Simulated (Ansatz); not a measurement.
This geometry of C2H8BClSSi (14 atoms, charge 0, multiplicity 1) is a first-order saddle point.

The calculation used Ansatz 0.2.0, RKS PBE0/def2-SVP.

```xyz
14
Properties=species:S:1:pos:R:3
C -1.629 0.850 -0.841
B -0.983 0.195 0.421
C -0.077 -1.068 0.328
Cl 0.108 -1.996 1.857
Si 1.650 -0.509 -0.267
S 2.567 0.818 1.156
H -1.395 0.378 -1.806
H -2.726 0.824 -0.698
H -1.379 1.924 -0.891
H -1.146 0.711 1.506
H -0.417 -1.767 -0.456
H 1.474 0.141 -1.601
H 2.538 -1.694 -0.422
H 1.401 1.163 1.745
```

Q: Which two structures does it join? (They come from a converged band through this point; their orientation in space is the band's.)

A: No bond is made or broken. The dihedral C3–Si5–S6–H14 goes from -81 to 49°.

First end point:

```xyz
14
Properties=species:S:1:pos:R:3
C -1.654 0.895 -0.565
B -1.017 0.038 0.578
C -0.103 -1.182 0.265
Cl 0.169 -2.313 1.638
Si 1.605 -0.540 -0.298
S 2.516 0.819 1.093
H -1.353 0.641 -1.592
H -2.749 0.748 -0.486
H -1.507 1.974 -0.395
H -1.215 0.343 1.731
H -0.471 -1.768 -0.596
H 1.443 0.132 -1.624
H 2.523 -1.705 -0.398
H 1.802 1.889 0.678
```

Last end point:

```xyz
14
Properties=species:S:1:pos:R:3
C -1.643 0.935 -0.839
B -1.070 0.183 0.405
C -0.117 -1.042 0.244
Cl 0.162 -1.999 1.752
Si 1.596 -0.419 -0.311
S 2.295 1.061 1.076
H -1.351 0.540 -1.824
H -2.746 0.927 -0.770
H -1.366 2.002 -0.786
H -1.352 0.569 1.517
H -0.461 -1.740 -0.538
H 1.510 0.276 -1.629
H 2.506 -1.596 -0.414
H 2.027 0.275 2.145
```

Q: How far does it lie above each of them?

A: 0.046 eV above the first and 0.135 eV above the second. This is the barrier of this one path; another mechanism may lie lower.

The run took 6 min on 2 threads of Intel(R) Xeon(R) Platinum 8488C (Sapphire Rapids), on a shared host, peak memory 0.4 GiB.
